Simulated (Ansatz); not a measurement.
A short molecular-dynamics run on TCNQ, `N#CC(C#N)=c1ccc(=C(C#N)C#N)cc1`.

```yaml
crystal:
  periodic: [false, false, false]
  atoms:
    - {symbol: N, position_ang: [4.279427, -1.768766, -1.014467]}
    - {symbol: C, position_ang: [3.630394, -0.906962, -0.546329]}
    - {symbol: C, position_ang: [2.831405, 0.131527, 0.018088]}
    - {symbol: C, position_ang: [3.523415, 1.239352, 0.591894]}
    - {symbol: N, position_ang: [4.083701, 2.157461, 1.067557]}
    - {symbol: C, position_ang: [1.424348, 0.065944, 0.009498]}
    - {symbol: C, position_ang: [0.738609, -1.063011, -0.575689]}
    - {symbol: C, position_ang: [-0.629492, -1.126552, -0.584485]}
    - {symbol: C, position_ang: [-1.424369, -0.066408, -0.008737]}
    - {symbol: C, position_ang: [-2.831446, -0.131436, -0.018295]}
    - {symbol: C, position_ang: [-3.630322, 0.907460, 0.545537]}
    - {symbol: N, position_ang: [-4.279133, 1.769747, 1.013092]}
    - {symbol: C, position_ang: [-3.523496, -1.238818, -0.592902]}
    - {symbol: N, position_ang: [-4.083809, -2.156424, -1.069507]}
    - {symbol: C, position_ang: [-0.738625, 1.062367, 0.576785]}
    - {symbol: C, position_ang: [0.629472, 1.125911, 0.585577]}
    - {symbol: H, position_ang: [1.336213, -1.874985, -1.016587]}
    - {symbol: H, position_ang: [-1.143554, -1.990198, -1.032448]}
    - {symbol: H, position_ang: [-1.336239, 1.874278, 1.017789]}
    - {symbol: H, position_ang: [1.143521, 1.989514, 1.033638]}
basis:
  gaussian: {orbitals: "6-31G*"}
hamiltonian: {xc: {name: revPBE}}
md: {timestep: 2 fs, n_steps: 12, ensemble: nvt_langevin, temperature: 700, initial_velocities: maxwell_boltzmann, friction: 0.01, seed: 606}
scf: {omitted_lower_state_checks: [starts]}
```

```sh
$ ansatz run in.yaml --threads 4 --pin off --events-out ev --progress --plain --max-ram 6963MiB
```

```json
{"step": "0", "time (fs)": "0.0", "potential energy (eV)": "-18460.9888", "kinetic (eV)": "1.7192", "T (K)": "665"}
{"step": "1", "time (fs)": "2.0", "potential energy (eV)": "-18460.5915", "kinetic (eV)": "1.4904", "T (K)": "577"}
{"step": "2", "time (fs)": "4.0", "potential energy (eV)": "-18460.3291", "kinetic (eV)": "1.2462", "T (K)": "482"}
{"step": "3", "time (fs)": "6.0", "potential energy (eV)": "-18460.2583", "kinetic (eV)": "1.0875", "T (K)": "421"}
{"step": "4", "time (fs)": "8.0", "potential energy (eV)": "-18459.9126", "kinetic (eV)": "0.8162", "T (K)": "316"}
{"step": "5", "time (fs)": "10.0", "potential energy (eV)": "-18460.2561", "kinetic (eV)": "1.0505", "T (K)": "406"}
{"step": "6", "time (fs)": "12.0", "potential energy (eV)": "-18460.1428", "kinetic (eV)": "1.0993", "T (K)": "425"}
{"step": "7", "time (fs)": "14.0", "potential energy (eV)": "-18460.1196", "kinetic (eV)": "1.0871", "T (K)": "421"}
{"step": "8", "time (fs)": "16.0", "potential energy (eV)": "-18460.1047", "kinetic (eV)": "1.1037", "T (K)": "427"}
{"step": "9", "time (fs)": "18.0", "potential energy (eV)": "-18459.8612", "kinetic (eV)": "0.9658", "T (K)": "374"}
{"step": "10", "time (fs)": "20.0", "potential energy (eV)": "-18460.2531", "kinetic (eV)": "1.2992", "T (K)": "503"}
{"step": "11", "time (fs)": "22.0", "potential energy (eV)": "-18460.0170", "kinetic (eV)": "1.0077", "T (K)": "390"}
{"step": "12", "time (fs)": "24.0", "potential energy (eV)": "-18459.9445", "kinetic (eV)": "0.9045", "T (K)": "350"}
```

Velocities are drawn at the set temperature; a run this short doesn't reach equilibrium. Under Langevin dynamics the printed temperature counts 3N degrees of freedom, so it starts below the set value.

The 6-31G sets use Cartesian d functions.

Frames (Å, forces in eV/Å):

```xyz
20
time=0.0 fs
N     4.279   -1.769   -1.014    0.314   -0.405   -0.220
C     3.630   -0.907   -0.546   -0.169    0.315    0.169
C     2.831    0.132    0.018   -0.026   -0.002    0.001
C     3.523    1.239    0.592   -0.137   -0.329   -0.172
N     4.084    2.157    1.068    0.272    0.432    0.224
C     1.424    0.066    0.009    0.061    0.003    0.000
C     0.739   -1.063   -0.576    0.112   -0.269   -0.145
C    -0.629   -1.127   -0.584   -0.085   -0.279   -0.145
C    -1.424   -0.066   -0.009   -0.061   -0.003   -0.001
C    -2.831   -0.131   -0.018    0.026    0.002    0.000
C    -3.630    0.907    0.546    0.169   -0.315   -0.169
N    -4.279    1.770    1.013   -0.314    0.405    0.220
C    -3.523   -1.239   -0.593    0.137    0.329    0.172
N    -4.084   -2.156   -1.070   -0.272   -0.432   -0.224
C    -0.739    1.062    0.577   -0.112    0.269    0.145
C     0.629    1.126    0.586    0.085    0.279    0.145
H     1.336   -1.875   -1.017   -0.142    0.144    0.079
H    -1.144   -1.990   -1.032    0.127    0.156    0.080
H    -1.336    1.874    1.018    0.142   -0.144   -0.079
H     1.144    1.990    1.034   -0.127   -0.156   -0.081
20
time=2.0 fs
N     4.256   -1.774   -1.012   -0.128    0.297    0.137
C     3.632   -0.881   -0.543    0.549   -0.921   -0.508
C     2.841    0.143    0.011   -0.894    0.001    0.220
C     3.541    1.224    0.605   -0.884   -1.009   -0.697
N     4.075    2.153    1.061    0.962    1.475    0.819
C     1.410    0.060    0.007    1.379    0.618    0.541
C     0.748   -1.056   -0.565   -1.180   -0.156   -0.057
C    -0.639   -1.115   -0.595    1.256   -0.497   -0.215
C    -1.425   -0.066   -0.010   -0.911   -0.080   -0.273
C    -2.845   -0.141   -0.043    0.789    1.172    0.468
C    -3.622    0.923    0.532    1.078   -2.006   -1.003
N    -4.269    1.750    1.029   -1.223    1.692    0.920
C    -3.512   -1.230   -0.618    0.002    0.364    0.308
N    -4.077   -2.157   -1.053   -0.654   -1.103   -0.616
C    -0.753    1.056    0.577    0.395    1.947    0.802
C     0.632    1.102    0.605    0.264    2.321    1.144
H     1.364   -1.856   -0.945    0.098   -0.477   -0.392
H    -1.090   -1.986   -1.086   -0.244    0.161    0.199
H    -1.309    1.983    0.992    0.550   -1.702   -0.583
H     1.182    2.039    1.117   -1.204   -2.097   -1.213
20
time=4.0 fs
N     4.234   -1.775   -1.011   -0.222    0.570    0.243
C     3.635   -0.858   -0.545    0.835   -1.621   -0.872
C     2.847    0.153    0.004   -1.443   -0.106    0.342
C     3.556    1.204    0.616   -0.811   -0.397   -0.542
N     4.069    2.154    1.060    0.908    1.297    0.793
C     1.400    0.057    0.004    2.168    1.188    1.055
C     0.759   -1.050   -0.558   -1.844   -0.432   -0.193
C    -0.645   -1.102   -0.604    2.423   -0.694   -0.250
C    -1.427   -0.068   -0.014   -1.371    0.115   -0.394
C    -2.858   -0.146   -0.065    1.679    1.965    0.750
C    -3.610    0.933    0.510    0.696   -1.922   -0.841
N    -4.259    1.734    1.047   -1.060    1.561    0.827
C    -3.497   -1.223   -0.636   -0.562   -0.270    0.052
N    -4.071   -2.162   -1.035   -0.655   -1.171   -0.676
C    -0.768    1.054    0.577    1.600    2.025    0.733
C     0.635    1.087    0.628   -0.532    2.185    0.941
H     1.412   -1.844   -0.887   -0.124   -0.573   -0.569
H    -1.040   -1.969   -1.131   -0.641   -0.050    0.177
H    -1.261    2.025    0.942    0.075   -1.743   -0.360
H     1.179    2.008    1.153   -1.119   -1.925   -1.215
20
time=6.0 fs
N     4.213   -1.773   -1.011    0.063    0.258    0.051
C     3.641   -0.842   -0.553    0.492   -1.418   -0.764
C     2.849    0.165   -0.002   -1.573   -0.473    0.302
C     3.568    1.184    0.629   -0.350    0.910   -0.063
N     4.068    2.158    1.061    0.489    0.405    0.454
C     1.395    0.057    0.005    2.400    1.524    1.407
C     0.764   -1.046   -0.554   -1.638   -1.022   -0.460
C    -0.648   -1.090   -0.611    2.871   -1.125   -0.411
C    -1.433   -0.070   -0.021   -1.307    0.462   -0.323
C    -2.867   -0.144   -0.082    2.389    2.054    0.634
C    -3.595    0.934    0.480   -0.937   -0.171    0.507
N    -4.254    1.720    1.067    0.146    0.172   -0.225
C    -3.487   -1.219   -0.651   -0.999   -0.804   -0.154
N    -4.066   -2.168   -1.021   -0.569   -1.083   -0.661
C    -0.778    1.054    0.582    2.917    0.212   -0.010
C     0.636    1.080    0.654   -2.087   -0.261   -0.587
H     1.456   -1.849   -0.855   -0.732   -0.104   -0.477
H    -1.014   -1.956   -1.161   -0.761   -0.019    0.250
H    -1.214    1.995    0.874   -1.022    0.004    0.429
H     1.138    1.900    1.143    0.208    0.480    0.104
20
time=8.0 fs
N     4.196   -1.770   -1.013    0.566   -0.463   -0.325
C     3.649   -0.831   -0.562   -0.241   -0.608   -0.356
C     2.846    0.174   -0.005   -1.406   -0.809    0.215
C     3.578    1.168    0.641    0.072    2.122    0.374
N     4.070    2.164    1.063    0.067   -0.550    0.104
C     1.395    0.061    0.008    2.190    1.456    1.550
C     0.765   -1.045   -0.550   -1.159   -1.214   -0.596
C    -0.642   -1.085   -0.619    2.281   -1.416   -0.548
C    -1.442   -0.071   -0.031   -0.541    0.676   -0.221
C    -2.868   -0.138   -0.097    2.475    1.485    0.178
C    -3.582    0.935    0.448   -2.342    1.362    1.850
N    -4.250    1.705    1.084    1.141   -0.915   -1.242
C    -3.482   -1.220   -0.671   -1.037   -0.765   -0.070
N    -4.064   -2.178   -1.011   -0.525   -1.030   -0.659
C    -0.779    1.053    0.587    3.200   -1.413   -0.609
C     0.628    1.074    0.678   -3.544   -3.300   -2.541
H     1.472   -1.855   -0.845   -1.013    0.175   -0.411
H    -1.029   -1.946   -1.185   -0.501    0.207    0.435
H    -1.212    1.967    0.821   -1.682    1.495    0.953
H     1.104    1.818    1.138    1.998    3.505    1.918
20
time=10.0 fs
N     4.183   -1.764   -1.017    1.189   -1.456   -0.822
C     3.659   -0.824   -0.572   -1.187    0.535    0.237
C     2.840    0.179   -0.004   -0.748   -0.857    0.214
C     3.591    1.158    0.650    0.158    2.749    0.543
N     4.074    2.170    1.063   -0.159   -1.173   -0.107
C     1.404    0.069    0.016    1.420    0.719    1.303
C     0.762   -1.050   -0.548   -0.740   -0.539   -0.416
C    -0.628   -1.085   -0.630    1.088   -1.208   -0.424
C    -1.454   -0.072   -0.043    0.799    0.685   -0.168
C    -2.858   -0.125   -0.114    1.731    0.710   -0.314
C    -3.576    0.942    0.424   -2.635    1.637    2.288
N    -4.243    1.687    1.096    1.277   -1.015   -1.521
C    -3.480   -1.222   -0.691   -0.889   -0.472    0.134
N    -4.063   -2.190   -1.006   -0.397   -0.807   -0.585
C    -0.771    1.048    0.592    0.727    0.375   -0.392
C     0.609    1.061    0.691   -0.194    0.416   -0.279
H     1.453   -1.852   -0.851   -0.681   -0.095   -0.487
H    -1.065   -1.927   -1.196   -0.153    0.186    0.448
H    -1.282    1.998    0.801   -0.330   -0.474    0.545
H     1.145    1.871    1.205   -0.276    0.085   -0.198
20
time=12.0 fs
N     4.174   -1.762   -1.024    1.190   -1.366   -0.815
C     3.667   -0.810   -0.585   -1.427    0.437    0.278
C     2.829    0.178   -0.001    0.374   -0.389    0.432
C     3.607    1.157    0.660   -0.317    2.356    0.259
N     4.079    2.176    1.061   -0.033   -1.066   -0.028
C     1.420    0.079    0.030    0.099   -0.176    0.918
C     0.758   -1.057   -0.548   -0.434    0.531   -0.048
C    -0.614   -1.090   -0.642   -0.067   -0.515    0.018
C    -1.460   -0.070   -0.055    2.066    0.645   -0.134
C    -2.839   -0.108   -0.132    0.398    0.074   -0.643
C    -3.577    0.957    0.411   -1.627    0.493    1.500
N    -4.233    1.668    1.103    0.457   -0.097   -0.807
C    -3.479   -1.226   -0.708   -0.646   -0.077    0.358
N    -4.062   -2.203   -1.008   -0.206   -0.458   -0.458
C    -0.762    1.045    0.594   -1.775    1.369   -0.366
C     0.587    1.050    0.706    2.498    2.360    0.975
H     1.409   -1.848   -0.873    0.031   -0.654   -0.642
H    -1.107   -1.905   -1.179    0.060   -0.217    0.154
H    -1.368    2.006    0.798    0.858   -1.591    0.344
H     1.179    1.925    1.271   -1.498   -1.658   -1.296
20
time=14.0 fs
N     4.168   -1.767   -1.033    0.381    0.278   -0.122
C     3.669   -0.788   -0.596   -0.622   -1.431   -0.469
C     2.820    0.173    0.006    1.410    0.352    0.751
C     3.618    1.160    0.673   -0.934    1.468   -0.194
N     4.083    2.179    1.060    0.254   -0.519    0.207
C     1.435    0.088    0.045   -1.345   -0.977    0.530
C     0.751   -1.065   -0.550    0.334    0.971    0.074
C    -0.602   -1.099   -0.652   -1.200    0.025    0.354
C    -1.459   -0.069   -0.068    2.769    0.688   -0.077
C    -2.822   -0.088   -0.153   -0.832   -0.464   -0.859
C    -3.582    0.972    0.406    0.291   -1.564   -0.326
N    -4.220    1.648    1.108   -1.123    1.580    0.832
C    -3.481   -1.232   -0.726   -0.373    0.373    0.594
N    -4.062   -2.217   -1.012   -0.026   -0.128   -0.346
C    -0.760    1.048    0.594   -2.592    0.673   -0.543
C     0.573    1.047    0.728    3.371    2.375    0.978
H     1.363   -1.863   -0.918    0.354   -0.609   -0.514
H    -1.149   -1.898   -1.153    0.301   -0.426   -0.053
H    -1.424    1.949    0.814    1.050   -1.059    0.416
H     1.161    1.917    1.298   -1.467   -1.605   -1.235
20
time=16.0 fs
N     4.164   -1.774   -1.043   -0.291    1.681    0.429
C     3.667   -0.773   -0.609    0.067   -2.920   -0.999
C     2.818    0.170    0.014    1.935    0.780    0.923
C     3.623    1.166    0.687   -1.359    0.632   -0.594
N     4.085    2.184    1.060    0.525    0.079    0.452
C     1.445    0.095    0.064   -2.190   -1.509    0.158
C     0.746   -1.071   -0.550    1.445    0.590   -0.231
C    -0.592   -1.110   -0.659   -2.421   -0.040    0.345
C    -1.449   -0.070   -0.083    2.668    0.888    0.054
C    -2.811   -0.071   -0.176   -1.334   -0.906   -0.953
C    -3.588    0.984    0.402    2.160   -3.487   -2.312
N    -4.208    1.629    1.111   -2.704    3.207    2.636
C    -3.484   -1.238   -0.743   -0.310    0.504    0.695
N    -4.063   -2.234   -1.015    0.233    0.329   -0.210
C    -0.765    1.057    0.594   -1.441   -1.436   -1.053
C     0.569    1.051    0.752    2.044    0.473   -0.335
H     1.321   -1.893   -0.986    0.232    0.136    0.022
H    -1.180   -1.922   -1.130    0.756   -0.047    0.048
H    -1.444    1.853    0.841    0.090    0.720    0.830
H     1.091    1.849    1.281   -0.104    0.325    0.093
20
time=18.0 fs
N     4.162   -1.778   -1.053   -0.403    1.871    0.448
C     3.665   -0.772   -0.626    0.050   -2.843   -0.779
C     2.822    0.172    0.025    1.870    0.650    0.802
C     3.624    1.174    0.700   -1.589   -0.081   -0.909
N     4.091    2.187    1.060    0.768    0.656    0.677
C     1.447    0.096    0.082   -2.157   -1.583   -0.115
C     0.746   -1.075   -0.550    1.823    0.304   -0.504
C    -0.586   -1.122   -0.665   -2.796   -0.128    0.393
C    -1.430   -0.072   -0.103    1.607    1.108    0.192
C    -2.804   -0.059   -0.201   -1.102   -1.344   -0.990
C    -3.587    0.985    0.392    2.039   -3.256   -2.191
N    -4.202    1.619    1.121   -2.468    2.919    2.437
C    -3.488   -1.246   -0.756   -0.316    0.430    0.686
N    -4.065   -2.251   -1.017    0.486    0.787   -0.081
C    -0.774    1.062    0.593   -0.137   -2.612   -1.312
C     0.566    1.056    0.775   -0.288   -2.593   -2.471
H     1.276   -1.913   -1.049    0.349    0.589    0.463
H    -1.183   -1.961   -1.104    0.939    0.309    0.071
H    -1.462    1.792    0.896   -0.565    1.563    1.030
H     1.019    1.798    1.269    1.891    3.255    2.151
20
time=20.0 fs
N     4.158   -1.774   -1.062    0.040    0.872   -0.030
C     3.662   -0.779   -0.644   -0.543   -1.416    0.065
C     2.837    0.176    0.042    1.161    0.158    0.433
C     3.620    1.182    0.713   -1.448   -0.306   -0.969
N     4.100    2.190    1.064    0.837    0.875    0.760
C     1.445    0.091    0.100   -1.426   -1.405   -0.338
C     0.753   -1.077   -0.553    0.999    0.512   -0.374
C    -0.590   -1.132   -0.670   -1.430    0.347    0.736
C    -1.405   -0.069   -0.122   -0.085    1.003    0.159
C    -2.799   -0.052   -0.229   -0.605   -1.717   -0.971
C    -3.580    0.976    0.372   -0.120   -0.899    0.306
N    -4.204    1.620    1.135   -0.388    0.721   -0.029
C    -3.495   -1.253   -0.764   -0.224    0.348    0.613
N    -4.066   -2.268   -1.017    0.628    1.086    0.010
C    -0.787    1.058    0.587   -0.452   -1.098   -0.270
C     0.561    1.050    0.787    1.108    0.586   -0.406
H     1.239   -1.913   -1.077    0.781    0.387    0.450
H    -1.144   -1.993   -1.073    0.430    0.067   -0.207
H    -1.498    1.799    0.991    0.658    0.014    0.077
H     1.022    1.878    1.342    0.078   -0.137   -0.013
20
time=24.0 fs
N     4.151   -1.760   -1.082    1.583   -2.373   -1.503
C     3.655   -0.798   -0.680   -2.117    2.538    2.210
C     2.878    0.175    0.082   -0.761   -0.932   -0.460
C     3.607    1.193    0.735   -0.054    1.085   -0.318
N     4.126    2.199    1.084    0.094   -0.341    0.319
C     1.444    0.067    0.135   -0.087   -0.742   -0.569
C     0.767   -1.081   -0.560   -0.579    1.136    0.336
C    -0.611   -1.145   -0.669    1.922    0.665    0.802
C    -1.361   -0.052   -0.156   -3.016    0.248   -0.092
C    -2.788   -0.053   -0.291   -0.380   -1.225   -0.278
C    -3.576    0.961    0.340   -1.995    1.263    2.732
N    -4.209    1.623    1.148    1.761   -1.602   -2.728
C    -3.511   -1.253   -0.771    0.084    0.041    0.327
N    -4.059   -2.286   -1.013    0.629    1.310    0.088
C    -0.819    1.048    0.581    2.264   -0.163    0.881
C     0.564    1.040    0.811    0.394    1.770    0.313
H     1.249   -1.900   -1.068    1.092   -0.176    0.139
H    -1.043   -2.060   -1.038   -0.574   -0.170   -0.464
H    -1.467    1.785    1.107    0.379   -0.412   -0.590
H     1.019    1.941    1.426   -0.640   -1.919   -1.146
```

Hardware: 4 threads of Arm Neoverse V2 on a shared host. Wall time 72 s.
